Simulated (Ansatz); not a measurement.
Input:

```yaml
crystal:
  periodic: [false, false, false]
  atoms:
    - { symbol: Ge, position_ang: [0.197157, 0.0, -0.08933] }
    - { symbol: F, position_ang: [0.234931, 0.0, 1.621689] }
    - { symbol: Cl, position_ang: [2.240561, 0.0, -0.741866] }
    - { symbol: Cl, position_ang: [-0.767413, 1.779786, -0.779497] }
    - { symbol: Cl, position_ang: [-0.767413, -1.779786, -0.779497] }
    - { symbol: H, position_ang: [-2.313487, 0.0, 1.053164] }
    - { symbol: H, position_ang: [-1.893437, 0.0, 1.639437] }
basis:
  gaussian: { orbitals: def2-SVP }
hamiltonian:
  xc: pbe
  dispersion: d4
relax:
  f_tol: 0.03
  max_steps: 50
```

Launched with:

```bash
$ ansatz run input.yaml --threads 4 --pin off --max-ram 5120MiB --backend cpu --events-out ev --progress --plain --runs-dir out
```

Hardware: 4 threads of AMD EPYC 9R45 96-Core Processor (Zen 5) (shared host).

Question: Roughly how long does this run take, and how much memory?

Answer: 10 s, with a peak of 0.19 GiB, for 23 ionic steps.
